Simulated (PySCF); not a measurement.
# La(OH)3(H2O) at several levels of theory

Computed with PySCF 2.14.0 (density fitting, no spin-orbit coupling) at the geometry relaxed with PBE0:

```xyz
10
La(OH)3(H2O) (singlet)
La    0.1720   -0.2309    0.1323
O     1.3150    1.3159    1.1731
H     1.8740    1.8904    1.6971
O    -1.4752   -1.1504    1.2321
H    -2.1277   -1.6047    1.7657
O     1.1746   -1.4725   -1.3571
H     1.6759   -2.0407   -1.9423
O    -1.2532    1.3830   -1.3612
H    -1.3819    2.3193   -1.1683
H    -1.9788    1.1249   -1.9411
```

```json
{"level": "PBE0", "basis": "La lcecp-1-SVP with ECP46, O def2-SVP, H def2-SVP", "state": "singlet", "HOMO (eV)": "-6.92", "gap (eV)": "6.34", "charge on La1 (e)": "1.08", "population of f-type functions on La1 (polarisation alone where 4f lies in the core)": "0.11", "dipole about the centre of mass (D)": "4.54", "largest force component (eV/Å)": "0.02"}
{"level": "r2SCAN", "basis": "the same", "state": "singlet", "HOMO (eV)": "-5.60", "gap (eV)": "4.93", "charge on La1 (e)": "1.04", "population of f-type functions on La1 (polarisation alone where 4f lies in the core)": "0.10", "dipole about the centre of mass (D)": "4.49", "largest force component (eV/Å)": "0.12"}
{"level": "TPSSh", "basis": "the same", "state": "singlet", "HOMO (eV)": "-5.98", "gap (eV)": "5.16", "charge on La1 (e)": "1.04", "population of f-type functions on La1 (polarisation alone where 4f lies in the core)": "0.10", "dipole about the centre of mass (D)": "4.50", "largest force component (eV/Å)": "0.26"}
{"level": "HF", "basis": "the same", "state": "singlet", "HOMO (eV)": "-11.06", "gap (eV)": "12.42", "charge on La1 (e)": "1.61", "population of f-type functions on La1 (polarisation alone where 4f lies in the core)": "0.09", "dipole about the centre of mass (D)": "4.81", "largest force component (eV/Å)": "1.13"}
{"level": "PBE0", "basis": "La lcecp-1-TZVP with ECP46, O def2-TZVP, H def2-TZVP", "state": "singlet", "HOMO (eV)": "-7.22", "gap (eV)": "6.39", "charge on La1 (e)": "1.62", "population of f-type functions on La1 (polarisation alone where 4f lies in the core)": "0.15", "dipole about the centre of mass (D)": "4.61", "largest force component (eV/Å)": "0.26"}
{"level": "PBE0", "basis": "La x2c-SVPall, O x2c-SVPall, H x2c-SVPall", "state": "singlet", "HOMO (eV)": "-6.97", "gap (eV)": "6.36", "charge on La1 (e)": "1.06", "population of f-type functions on La1 (polarisation alone where 4f lies in the core)": "0.23", "dipole about the centre of mass (D)": "4.51", "largest force component (eV/Å)": "0.29"}
```

In the lcecp rows the 4f levels are missing from HOMO and gap, and the state counts the valence alone.

Charges are Mulliken's, which hang on the basis. The relaxation used the grid (50, 194), these runs (75, 302) or, all-electron (x2c bases, spin-free X2C Hamiltonian), (99, 590).

Task: What does CAM-B3LYP with La lcecp-1-SVP with ECP46, O def2-SVP, H def2-SVP give here?

Result: state singlet, HOMO (eV) -8.35, gap (eV) 8.38, charge on La1 (e) 1.05, population of f-type functions on La1 (polarisation alone where 4f lies in the core) 0.11, dipole about the centre of mass (D) 4.58, largest force component (eV/Å) 0.11. Time: 9.4 s on 2 threads of Arm Neoverse V1, on a shared host, from an already converged density.

In the first row's basis the gap widens with exact exchange: 4.9 eV for r2SCAN (none); 5.2 to 6.3 eV for TPSSh, PBE0 (a fixed share); 8.4 to 12.4 eV for CAM-B3LYP, Hartree–Fock (rising or full at long range).

A frequency check found unstable modes (1, the lowest at -32 cm⁻¹), so the relaxed geometry is a saddle point, or these are noise.
